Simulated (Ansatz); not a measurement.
Isomers of Na₅F₄ (doublet), relaxed with PBE0-D4/def2-SVP; total energies from Ansatz at r2SCAN0-D4/def2-TZVP.

| isomer | description | energy (Eh) |
| --- | --- | --- |
| A | point group C4v; 12 × F–Na 2.07 to 2.23 Å | -1211.04152 |
| B | point group not assigned; 10 × F–Na 2.00 to 2.25 Å; 1 × Na–Na 3.83 Å | -1211.02303 |
| C | point group Cs; 9 × F–Na 2.01 to 2.12 Å | -1211.02145 |
| D | point group Cs; 11 × F–Na 2.01 to 2.30 Å | -1211.03599 |

The isomers come from a short search, and lower ones may exist.

Problem. Work out the relative energies (1 Eh = 2625.5 kJ/mol) and the Boltzmann populations at 800 K from electronic energies alone (R = 8.314 J/mol/K).

Solution. ΔE: A 0.0, B 48.5, C 52.7, D 14.5 kJ/mol. RT = 6.65 kJ/mol. Factors exp(−ΔE/RT): A 1, B 0.00068, C 0.000362, D 0.113; sum 1.114. Populations: A 89.8 %, B 0.1 %, C 0.0 %, D 10.1 %. Zero-point energy, vibrational entropy and symmetry numbers are left out and can shift these; an error of 4 kJ/mol changes a ratio by a factor of 1.8. Over the other density-functional and correlated levels in def2 sets, the gap between A and D ranges from 4 to 31 kJ/mol.
